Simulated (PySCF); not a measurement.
State search for GeAs

Unrestricted PBE0; PySCF, no relativity, basis sets Ge def2-TZVPPD, As def2-TZVPPD. Outer shells of the fragments: Ge 3d10 4s2 4p2; As 3d10 4s2 4p3.

Followed along the bond (rough minima from three points):

| 2Ms+1 | unpaired | ⟨S²⟩ at the start | R at minimum (Å) | Te (eV) |
| --- | --- | --- | --- | --- |
| 2 | π ↑ | 0.77 | 2.24 | 0.00 |
| 2 | σ ↑ | 0.77 | 2.14 | 0.25 |
| 4 | π ↑↑↑ | 3.76 | none in the scan | ≤ 1.41 |
| 6 | σ ↑, π ↑↑↑↑ | 8.75 | none in the scan | ≤ 2.86 |

Solutions found at the starting distance of 2.335 Å, counted from the lowest of them; the search is not exhaustive and high or unbound solutions are not listed, so other states can lie among these:

| 2Ms+1 | unpaired | term | E (eV) | ⟨S²⟩ | ⟨Lz²⟩ | μ (D) |
| --- | --- | --- | --- | --- | --- | --- |
| 2 | π ↑ | ²Π | 0.00 | 0.77 | 1.01 | -1.22 |
| 2 | σ ↑ | ²Σ⁺ | 0.50 | 0.77 | 0.00 | -1.59 |
| 4 | π ↑↑↑ | ⁴Π | 1.52 | 3.76 | 1.01 | 0.23 |
| 4 | σ ↑, π ↑↑ | mixed | 1.80 | 3.76 | 2.01 | -0.56 |
| 2 | π ↑↑↓ | mixed | 1.88 | 1.76 | 3.03 | 0.22 |
| 2 | σ ↓, π ↑↑ | mixed | 2.23 | 1.77 | 2.01 | -0.51 |

A term symbol is given only where ⟨S²⟩ and ⟨Lz²⟩ are close to those of a pure state; real π, δ and φ orbitals otherwise mix terms. A positive dipole means Ge(−)As(+).

Task: Compare the gap between the two lowest followed solutions at the starting distance with the gap between their minima.

Result: At PBE0 the second solution (doublet, unpaired electrons σ ↑) lies +0.50 eV from the first (doublet, unpaired electrons π ↑) at 2.335 Å and +0.25 eV at the minima; the two curves relax by different amounts, since their minima lie near 2.14 and 2.24 Å.

Spin–orbit coupling is left out. Counting both spins, an empty level lies below a filled one in some of these solutions, because spin and occupation are held.
